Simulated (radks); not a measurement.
The mean radii <r> (bohr) of the occupied orbitals of an atom or ion are listed with their occupations. All-electron calculation, Dirac Kohn-Sham, LDA (Slater exchange, Perdew-Wang correlation), spin-unpolarised, spherical densities, point nucleus. Program: a radial shooting solver on a logarithmic mesh with Libxc functionals.

orbital  occ.     <r>
1s1/2       1  0.5269
2p1/2       1   2.434

Name the element and its charge. Open shells, if any, fill j = l - 1/2 first.

Answer. Z = 3, lithium, charge +1: Li+ in 1s1 2p1. The 1s radius gives Z: for a bare nucleus <r> = (2 gamma + 1)/(2Z) with gamma = sqrt(1 - (Z/c)^2), 0.4999 bohr for Z = 3, and screening makes it slightly larger (0.5269 here). The occupations add up to 2, and the charge is Z minus that.
